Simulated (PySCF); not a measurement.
PySCF input file for tin monoxide cation (OSn), SMILES [O]=[Sn] (connectivity only; charge and spin as stated), charge +1, multiplicity 2, TDA-M06-2X/def2-TZVPD. Coordinates come from a PBE-D3(BJ)/def2-TZVP optimisation. The spin state was assumed, not searched. The def2 effective core potentials stand for the cores of Sn; spin–orbit coupling is left out.

```python
import numpy as np
from pyscf import gto, scf, dft, tdscf

mol = gto.M(
    atom='''
    Sn    0.00000000    0.00000000   -0.27631544
    O     0.00000000    0.00000000    1.72697148
    ''',
    basis='def2-TZVPD',
    ecp={'Sn': 'def2-tzvp'},
    charge=1,
    spin=1,
    max_memory=1600,
    verbose=4,
)
mf = dft.UKS(mol, xc='m06-2x').density_fit(auxbasis='def2-universal-jkfit')
mf.grids.level = 4
mf.conv_tol = 1e-9
mf.max_cycle = 100
mf.kernel()
fine, coarse = mf.grids, dft.Grids(mol).set(level=1).build(with_non0tab=True)
for _ in range(3):  # follow internal instabilities
    mf.grids = coarse
    mo, _, stable, _ = mf.stability(return_status=True, nroots=4)
    mf.grids = fine
    if stable:
        break
    mf.kernel(mf.make_rdm1(mo, mf.mo_occ))
mf.grids = dft.Grids(mol).set(level=2).build(with_non0tab=True)  # coarser grid for the response kernel
td = tdscf.TDA(mf)
td.nstates = 10
td.conv_tol = 1e-4
td.positive_eig_threshold = 1e-6
td.kernel(x0=td.get_init_guess(mf, 15))
td.analyze(verbose=3)
```

Log of the run:

```
PySCF version 2.14.0

[INPUT] verbose = 4
[INPUT] num. atoms = 2
[INPUT] num. electrons = 29
[INPUT] charge = 1
[INPUT] spin (= nelec alpha-beta = 2S) = 1
[INPUT] symmetry False subgroup None
[INPUT] Mole.unit = angstrom
[INPUT] Symbol           X                Y                Z      unit          X                Y                Z       unit  Magmom
[INPUT]  1 Sn     0.000000000000   0.000000000000  -0.276315440000 AA    0.000000000000   0.000000000000  -0.522160505589 Bohr   0.0
[INPUT]  2 O      0.000000000000   0.000000000000   1.726971480000 AA    0.000000000000   0.000000000000   3.263503122135 Bohr   0.0

nuclear repulsion = 46.4911881528783
number of shells = 32
number of NR pGTOs = 152
number of NR cGTOs = 96
basis = def2-TZVPD
ecp = {'Sn': 'def2-tzvp'}


[settings echo left out]
init E= -252.29446032973
  alpha nocc = 15  HOMO = -0.743726839679558  LUMO = -0.562590010925508

WARN: beta  nocc = 14  HOMO -0.74372683967958 >= LUMO -0.743726839679557


WARN: HOMO -0.743726839679558 >= LUMO -0.743726839679557

cycle= 1 E= -288.552889950915  delta_E= -36.3  |g|= 1.38  |ddm|= 21.9
  alpha nocc = 15  HOMO = -0.520750480990564  LUMO = -0.224466490874022
  beta  nocc = 14  HOMO = -0.516533952084469  LUMO = -0.400784724891139
  HOMO = -0.516533952084  LUMO = -0.400784724891  gap/eV = 3.14970
cycle= 2 E= -288.806084034841  delta_E= -0.253  |g|= 1.11  |ddm|= 3.93
  alpha nocc = 15  HOMO = -0.573891003167627  LUMO = -0.289135215657918
  beta  nocc = 14  HOMO = -0.556227505330894  LUMO = -0.343058407018493
  HOMO = -0.556227505331  LUMO = -0.343058407018  gap/eV = 5.80063
cycle= 3 E= -289.098731598966  delta_E= -0.293  |g|= 0.154  |ddm|= 1.19
  alpha nocc = 15  HOMO = -0.619476363456851  LUMO = -0.296824724706074
  beta  nocc = 14  HOMO = -0.604541117967837  LUMO = -0.37603522560342
  HOMO = -0.604541117968  LUMO = -0.376035225603  gap/eV = 6.21796
cycle= 4 E= -289.102843470699  delta_E= -0.00411  |g|= 0.112  |ddm|= 0.144
[...]
  HOMO = -0.588863780738  LUMO = -0.360929288952  gap/eV = 6.20241
cycle= 21 E= -289.107880501933  delta_E= 6.55e-09  |g|= 1.39e-05  |ddm|= 0.000903
  alpha nocc = 15  HOMO = -0.608620830911359  LUMO = -0.29834925495852
  beta  nocc = 14  HOMO = -0.588864027097228  LUMO = -0.36090721238542
  HOMO = -0.588864027097  LUMO = -0.360907212385  gap/eV = 6.20302
cycle= 22 E= -289.107880500376  delta_E= 1.56e-09  |g|= 1.77e-05  |ddm|= 0.000484
  alpha nocc = 15  HOMO = -0.608621248250131  LUMO = -0.298348282823305
  beta  nocc = 14  HOMO = -0.58886387988452  LUMO = -0.360924587697472
  HOMO = -0.588863879885  LUMO = -0.360924587697  gap/eV = 6.20254
cycle= 23 E= -289.107880500344  delta_E= 3.17e-11  |g|= 6.58e-06  |ddm|= 0.000198
  alpha nocc = 15  HOMO = -0.608622345345815  LUMO = -0.298348310192473
  beta  nocc = 14  HOMO = -0.588864813151719  LUMO = -0.36092034458143
  HOMO = -0.588864813152  LUMO = -0.360920344581  gap/eV = 6.20268
Extra cycle  E= -289.107880500348  delta_E= -4.04e-12  |g|= 6.01e-06  |ddm|= 7.4e-06
converged SCF energy = -289.107880500348  <S^2> = 0.7582665  2S+1 = 2.0082495
tot grids = 13208
uhf_internal: lowest eigs of H = [-0.00050531  0.03617468  0.18274717  0.19310542]
<class 'pyscf.df.df_jk.DFUKS'> wavefunction has an internal instability


******** <class 'pyscf.df.df_jk.DFUKS'> ********
method = DFUKS
initial guess = minao
damping factor = 0
level_shift factor = 0
DIIS = <class 'pyscf.scf.diis.CDIIS'>
diis_start_cycle = 1
diis_space = 8
diis_damp = 0
SCF conv_tol = 1e-09
SCF conv_tol_grad = None
SCF max_cycles = 100
direct_scf = False
number electrons alpha = 15  beta = 14
XC library pyscf.dft.libxc version 7.1.2
    S. Lehtola, C. Steigemann, M. J. T. Oliveira, and M. A. L. Marques,  SoftwareX 7, 1–5 (2018)
XC functionals = m06-2x
    Y. Zhao and D. G. Truhlar,  Theor. Chem. Acc. 120, 215 (2008)
    Y. Zhao and D. G. Truhlar,  Theor. Chem. Acc. 120, 215 (2008)
radial grids:
    Treutler-Ahlrichs [JCP 102, 346 (1995); DOI:10.1063/1.469408] (M4) radial grids

becke partition: Becke, JCP 88, 2547 (1988); DOI:10.1063/1.454033
pruning grids: <function nwchem_prune>
grids dens level: 4
symmetrized grids: False
atomic radii adjust function: <function treutler_atomic_radii_adjust>
small_rho_cutoff = 0
Set gradient conv threshold to 3.16228e-05
init E= -289.103204193369
  alpha nocc = 15  HOMO = -0.609040884361608  LUMO = -0.298517322697933
  beta  nocc = 14  HOMO = -0.589689527521077  LUMO = -0.360727870408105
  HOMO = -0.589689527521  LUMO = -0.360727870408  gap/eV = 6.23036
cycle= 1 E= -289.107615547624  delta_E= -0.00441  |g|= 0.015  |ddm|= 0.0518
  alpha nocc = 15  HOMO = -0.607720527524691  LUMO = -0.298464163235185
  beta  nocc = 14  HOMO = -0.587977028451492  LUMO = -0.360163548625845
  HOMO = -0.587977028451  LUMO = -0.360163548626  gap/eV = 6.19912
cycle= 2 E= -289.107832557904  delta_E= -0.000217  |g|= 0.0079  |ddm|= 0.0163
  alpha nocc = 15  HOMO = -0.609432978871634  LUMO = -0.298355072439943
  beta  nocc = 14  HOMO = -0.589945268253402  LUMO = -0.361491476278434
  HOMO = -0.589945268253  LUMO = -0.361491476278  gap/eV = 6.21654
cycle= 3 E= -289.107864710533  delta_E= -3.22e-05  |g|= 0.00746  |ddm|= 0.00971
  alpha nocc = 15  HOMO = -0.608556053597528  LUMO = -0.298386104552137
  beta  nocc = 14  HOMO = -0.588856636722576  LUMO = -0.360837720966696
  HOMO = -0.588856636723  LUMO = -0.360837720967  gap/eV = 6.20471
cycle= 4 E= -289.107896085018  delta_E= -3.14e-05  |g|= 0.000796  |ddm|= 0.00603
  alpha nocc = 15  HOMO = -0.608591792660576  LUMO = -0.298382160339244
  beta  nocc = 14  HOMO = -0.588851080550038  LUMO = -0.360861040343696
  HOMO = -0.58885108055  LUMO = -0.360861040344  gap/eV = 6.20392
cycle= 5 E= -289.107897968365  delta_E= -1.88e-06  |g|= 0.000157  |ddm|= 0.00237
  alpha nocc = 15  HOMO = -0.608601551209183  LUMO = -0.298373534555072
  beta  nocc = 14  HOMO = -0.588850807414073  LUMO = -0.360856197566768
  HOMO = -0.588850807414  LUMO = -0.360856197567  gap/eV = 6.20405
cycle= 6 E= -289.107898030283  delta_E= -6.19e-08  |g|= 0.000102  |ddm|= 0.000384
  alpha nocc = 15  HOMO = -0.608605697562229  LUMO = -0.298369589512852
  beta  nocc = 14  HOMO = -0.588846825247735  LUMO = -0.360856074900305
  HOMO = -0.588846825248  LUMO = -0.3608560749  gap/eV = 6.20394
cycle= 7 E= -289.107898065551  delta_E= -3.53e-08  |g|= 6.81e-05  |ddm|= 0.000316
  alpha nocc = 15  HOMO = -0.608608977888721  LUMO = -0.298366939644918
  beta  nocc = 14  HOMO = -0.588842418573848  LUMO = -0.360854915519145
  HOMO = -0.588842418574  LUMO = -0.360854915519  gap/eV = 6.20386
cycle= 8 E= -289.107898095645  delta_E= -3.01e-08  |g|= 4.94e-05  |ddm|= 0.000336
  alpha nocc = 15  HOMO = -0.608609714216534  LUMO = -0.298366142415965
  beta  nocc = 14  HOMO = -0.58884177577199  LUMO = -0.360854422475779
  HOMO = -0.588841775772  LUMO = -0.360854422476  gap/eV = 6.20385
cycle= 9 E= -289.107898111961  delta_E= -1.63e-08  |g|= 4.72e-05  |ddm|= 0.000158
  alpha nocc = 15  HOMO = -0.608609636768225  LUMO = -0.298366090114325
  beta  nocc = 14  HOMO = -0.588841745148778  LUMO = -0.360854625399018
  HOMO = -0.588841745149  LUMO = -0.360854625399  gap/eV = 6.20385
cycle= 10 E= -289.107898120892  delta_E= -8.93e-09  |g|= 4.69e-05  |ddm|= 7.61e-05
  alpha nocc = 15  HOMO = -0.608609556486371  LUMO = -0.298366454613987
  beta  nocc = 14  HOMO = -0.588841925299304  LUMO = -0.360854693608552
  HOMO = -0.588841925299  LUMO = -0.360854693609  gap/eV = 6.20385
cycle= 11 E= -289.107898142802  delta_E= -2.19e-08  |g|= 4.69e-05  |ddm|= 0.000181
  alpha nocc = 15  HOMO = -0.608608954146096  LUMO = -0.298366406074368
  beta  nocc = 14  HOMO = -0.588841364715023  LUMO = -0.360854286038499
  HOMO = -0.588841364715  LUMO = -0.360854286038  gap/eV = 6.20384
cycle= 12 E= -289.107898149018  delta_E= -6.22e-09  |g|= 4.69e-05  |ddm|= 5.09e-05
  alpha nocc = 15  HOMO = -0.608609216901385  LUMO = -0.298366541767574
  beta  nocc = 14  HOMO = -0.588841794580242  LUMO = -0.360854529490464
  HOMO = -0.58884179458  LUMO = -0.36085452949  gap/eV = 6.20385
cycle= 13 E= -289.107898166105  delta_E= -1.71e-08  |g|= 4.65e-05  |ddm|= 0.000141
  alpha nocc = 15  HOMO = -0.608607373068061  LUMO = -0.298368239659439
  beta  nocc = 14  HOMO = -0.588841604791192  LUMO = -0.360846838845347
  HOMO = -0.588841604791  LUMO = -0.360846838845  gap/eV = 6.20405
cycle= 14 E= -289.107898641984  delta_E= -4.76e-07  |g|= 3.84e-05  |ddm|= 0.00435
  alpha nocc = 15  HOMO = -0.608607405146959  LUMO = -0.298368562264269
  beta  nocc = 14  HOMO = -0.58884088306422  LUMO = -0.360840560574903
  HOMO = -0.588840883064  LUMO = -0.360840560575  gap/eV = 6.20420
cycle= 15 E= -289.107898997591  delta_E= -3.56e-07  |g|= 3.31e-05  |ddm|= 0.00414
  alpha nocc = 15  HOMO = -0.608607312346578  LUMO = -0.298368285745205
  beta  nocc = 14  HOMO = -0.588839970225344  LUMO = -0.360845433736831
  HOMO = -0.588839970225  LUMO = -0.360845433737  gap/eV = 6.20405
cycle= 16 E= -289.107899177902  delta_E= -1.8e-07  |g|= 2.63e-05  |ddm|= 0.00271
  alpha nocc = 15  HOMO = -0.608608237461432  LUMO = -0.298369173369924
  beta  nocc = 14  HOMO = -0.588840607683031  LUMO = -0.360831918431582
  HOMO = -0.588840607683  LUMO = -0.360831918432  gap/eV = 6.20443
cycle= 17 E= -289.107899406176  delta_E= -2.28e-07  |g|= 2.99e-05  |ddm|= 0.00535
  alpha nocc = 15  HOMO = -0.608608101243007  LUMO = -0.298368349149385
  beta  nocc = 14  HOMO = -0.58884062162375  LUMO = -0.360844722379873
  HOMO = -0.588840621624  LUMO = -0.36084472238  gap/eV = 6.20408
cycle= 18 E= -289.107899412092  delta_E= -5.92e-09  |g|= 1.93e-05  |ddm|= 0.000172
  alpha nocc = 15  HOMO = -0.608608025206259  LUMO = -0.298368124453017
  beta  nocc = 14  HOMO = -0.588841796878409  LUMO = -0.360849776955817
  HOMO = -0.588841796878  LUMO = -0.360849776956  gap/eV = 6.20398
cycle= 19 E= -289.107899448694  delta_E= -3.66e-08  |g|= 1.57e-05  |ddm|= 0.00164
  alpha nocc = 15  HOMO = -0.60860765560156  LUMO = -0.298367102933803
  beta  nocc = 14  HOMO = -0.58884254528171  LUMO = -0.360866606222661
  HOMO = -0.588842545282  LUMO = -0.360866606223  gap/eV = 6.20354
cycle= 20 E= -289.107899465431  delta_E= -1.67e-08  |g|= 2.57e-05  |ddm|= 0.000996
  alpha nocc = 15  HOMO = -0.608607804177286  LUMO = -0.298366598653825
  beta  nocc = 14  HOMO = -0.588842057867729  LUMO = -0.360864989459749
  HOMO = -0.588842057868  LUMO = -0.36086498946  gap/eV = 6.20357
cycle= 21 E= -289.107899473899  delta_E= -8.47e-09  |g|= 2.43e-05  |ddm|= 0.000659
  alpha nocc = 15  HOMO = -0.608608120989402  LUMO = -0.298367085730838
  beta  nocc = 14  HOMO = -0.588842533401852  LUMO = -0.360858579564695
  HOMO = -0.588842533402  LUMO = -0.360858579565  gap/eV = 6.20376
cycle= 22 E= -289.107899477905  delta_E= -4.01e-09  |g|= 1.31e-05  |ddm|= 0.000581
  alpha nocc = 15  HOMO = -0.608608183980859  LUMO = -0.298367780259447
  beta  nocc = 14  HOMO = -0.588841807897143  LUMO = -0.360848085830455
  HOMO = -0.588841807897  LUMO = -0.36084808583  gap/eV = 6.20403
cycle= 23 E= -289.107899479365  delta_E= -1.46e-09  |g|= 3.24e-06  |ddm|= 0.000378
  alpha nocc = 15  HOMO = -0.608608103580096  LUMO = -0.298367855297922
  beta  nocc = 14  HOMO = -0.588841874603926  LUMO = -0.36085023638821
  HOMO = -0.588841874604  LUMO = -0.360850236388  gap/eV = 6.20397
cycle= 24 E= -289.107899479705  delta_E= -3.4e-10  |g|= 1.42e-06  |ddm|= 0.000308
  alpha nocc = 15  HOMO = -0.608608157301475  LUMO = -0.298367914030205
  beta  nocc = 14  HOMO = -0.588842029882788  LUMO = -0.360849676041401
  HOMO = -0.588842029883  LUMO = -0.360849676041  gap/eV = 6.20399
Extra cycle  E= -289.107899479707  delta_E= -1.88e-12  |g|= 1.1e-06  |ddm|= 3.08e-06
converged SCF energy = -289.107899479707  <S^2> = 0.75822222  2S+1 = 2.0082054
uhf_internal: lowest eigs of H = [1.27073758e-04 3.63428606e-02 1.82958218e-01 1.93033732e-01]
<class 'pyscf.df.df_jk.DFUKS'> wavefunction is stable in the internal stability analysis
tot grids = 25256
Overwritten attributes  positive_eig_threshold  of <class 'pyscf.tdscf.uks.TDA'>


******** <class 'pyscf.tdscf.uks.TDA'> for <class 'pyscf.df.df_jk.DFUKS'> ********
nstates = 10
deg_eia_thresh = 1.000e-03
wfnsym = None
conv_tol = 0.0001
eigh lindep = 1e-12
eigh level_shift = 0
eigh max_cycle = 100


Excitation energies (eV)
[0.32373277 3.64566676 3.66299291 4.67592633 4.86921423 4.98678774
 5.00501483 5.55401508 5.77327671 6.1316708 ]

** Excitation energies and oscillator strengths **
Excited State   1:      0.32373 eV   3829.83 nm  f=0.0002
Excited State   2:      3.64567 eV    340.09 nm  f=0.0003
Excited State   3:      3.66299 eV    338.48 nm  f=0.0014
Excited State   4:      4.67593 eV    265.15 nm  f=0.0040
Excited State   5:      4.86921 eV    254.63 nm  f=0.0000
Excited State   6:      4.98679 eV    248.63 nm  f=0.0617
Excited State   7:      5.00501 eV    247.72 nm  f=0.0704
Excited State   8:      5.55402 eV    223.23 nm  f=0.0000
Excited State   9:      5.77328 eV    214.76 nm  f=0.0016
Excited State  10:      6.13167 eV    202.20 nm  f=0.0014
```

Self-consistency was reached.

Cost: about 120 core-seconds (a rough figure).
